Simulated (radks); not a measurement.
The numbers below are computed, except where a source is named.
These are the eigenvalues of the occupied orbitals of an atom or ion with whole-number occupations (hartree). Code: a radial shooting solver on a logarithmic mesh with Libxc functionals. Model: non-relativistic Kohn-Sham, PBE, spin-polarised, spherical densities, point nucleus.

orbital  eigenvalue
1s up     -470.7915
1s down   -470.7912
2s up     -76.28699
2s down   -76.21715
2p up     -70.48010
2p down   -70.42925
3s up     -23.49874
3s down   -23.40868
3p up     -21.50300
3p down   -21.40957
3d up     -18.22271

Which element is it, and in what charge state? The configuration may be excited. Open shells, if any, are filled with parallel spins first.

Answer. Z = 34, selenium, charge +15: Se15+ in [Ar] 3d1. The list shows which subshells hold electrons but not how many an open one holds; the 1s level, -470.79 hartree, gives Z - s = 30.7 by -(Z - s)^2/2, which with screening narrows Z to a few neighbours, and the depths of the outer levels then fix element, charge and occupations together.
